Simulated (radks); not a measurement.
Values are calculated unless marked as measured or tabulated.
The arsenic ion As+, 32 electrons, occupied as [Ar] 3d10 4p4 (not the ground configuration). Level of theory: Dirac Kohn-Sham, HCTH/407, spin-unpolarised, spherical densities, point nucleus; open shells are shared between the two j in proportion to 2j + 1 (a radial shooting solver on a logarithmic mesh with Libxc functionals).

Normalised radial functions P(r) = r R(r) (large component), r in bohr:

| r | 3d3/2 | 3d5/2 | 4p1/2 |
|---|---|---|---|
| 0.004483 | 0.0001 | 0.0000 | 0.0029 |
| 0.005884 | 0.0001 | 0.0001 | 0.0046 |
| 0.007662 | 0.0003 | 0.0002 | 0.0072 |
| 0.01006 | 0.0005 | 0.0005 | 0.0113 |
| 0.0132 | 0.0012 | 0.0010 | 0.0179 |
| 0.01733 | 0.0025 | 0.0023 | 0.0279 |
| 0.02256 | 0.0050 | 0.0047 | 0.0423 |
| 0.02961 | 0.0104 | 0.0099 | 0.0635 |
| 0.03887 | 0.0212 | 0.0203 | 0.0919 |
| 0.05102 | 0.0420 | 0.0406 | 0.1269 |
| 0.06644 | 0.0791 | 0.0769 | 0.1627 |
| 0.0872 | 0.1457 | 0.1424 | 0.1911 |
| 0.1145 | 0.2550 | 0.2502 | 0.1933 |
| 0.1502 | 0.4187 | 0.4123 | 0.1478 |
| 0.1956 | 0.6292 | 0.6215 | 0.0451 |
| 0.2568 | 0.8742 | 0.8660 | -0.1087 |
| 0.3371 | 1.0920 | 1.0848 | -0.2591 |
| 0.4424 | 1.2077 | 1.2030 | -0.3245 |
| 0.5761 | 1.1702 | 1.1690 | -0.2433 |
| 0.7562 | 0.9829 | 0.9852 | -0.0088 |
| 0.9925 | 0.7063 | 0.7107 | 0.3052 |
| 1.303 | 0.4253 | 0.4301 | 0.5839 |
| 1.696 | 0.2146 | 0.2184 | 0.7272 |
| 2.227 | 0.0825 | 0.0846 | 0.6910 |
| 2.923 | 0.0225 | 0.0233 | 0.4988 |
| 3.836 | 0.0039 | 0.0041 | 0.2733 |
| 4.995 | 0.0004 | 0.0005 | 0.1141 |
| 6.557 | 0.0000 | 0.0000 | 0.0287 |

3d3/2: eigenvalue -55.389 eV, 0 radial nodes, <r> = 0.667 bohr, 90 % of the charge inside 1.11 bohr. 3d5/2: eigenvalue -54.647 eV, 0 radial nodes, <r> = 0.671 bohr, 90 % of the charge inside 1.12 bohr. 4p1/2: eigenvalue -15.100 eV, 2 radial nodes at r = 0.213, 0.762 bohr, <r> = 2.22 bohr, 90 % of the charge inside 3.36 bohr.
